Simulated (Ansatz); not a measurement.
Start from `NC1BN1` and change one atom or group to get `NC1(F)BN1`.

Ansatz, PBE0-D4/def2-TZVP geometries, multiplicity 1. Each molecule was computed in one conformer, which needn't be the lowest.

| property | `NC1BN1` |
| --- | --- |
| HOMO energy (PBE/def2-TZVPP) / eV | -5.32 |
| HOMO energy (ωB97M-V/def2-TZVPP) / eV | -9.01 |
| size of the dipole moment (ωB97M-V/def2-TZVPP) / D | 2.13 |
| HOMO energy (PBE0/def2-TZVPP) / eV | -6.69 |
| HOMO–LUMO gap (PBE/def2-TZVPP) / eV | 4.45 |
| HOMO–LUMO gap (B3LYP/def2-TZVPP) / eV | 6.32 |

Q: Give the same properties after the change, and the shifts. (Best estimate.)

A: The calculation gave: 
```json
{"property": "HOMO energy (PBE/def2-TZVPP) / eV", "`NC1(F)BN1`": "-6.11", "shift": "-0.79"}
{"property": "HOMO energy (ωB97M-V/def2-TZVPP) / eV", "`NC1(F)BN1`": "-10.13", "shift": "-1.12"}
{"property": "size of the dipole moment (ωB97M-V/def2-TZVPP) / D", "`NC1(F)BN1`": "1.32", "shift": "-0.81"}
{"property": "HOMO energy (PBE0/def2-TZVPP) / eV", "`NC1(F)BN1`": "-7.69", "shift": "-1.00"}
{"property": "HOMO–LUMO gap (PBE/def2-TZVPP) / eV", "`NC1(F)BN1`": "5.02", "shift": "0.57"}
{"property": "HOMO–LUMO gap (B3LYP/def2-TZVPP) / eV", "`NC1(F)BN1`": "7.08", "shift": "0.76"}
```

With PBE0 the HOMO falls by 1.00 eV and the LUMO falls by 0.18 eV, so the gap widens by about 0.82 eV. PBE moves the HOMO by -0.79 eV and ωB97M-V by -1.12 eV. Dipoles are sizes alone; their direction can turn.

B3LYP here is the variant with VWN-RPA as its local correlation; programs differ in this.
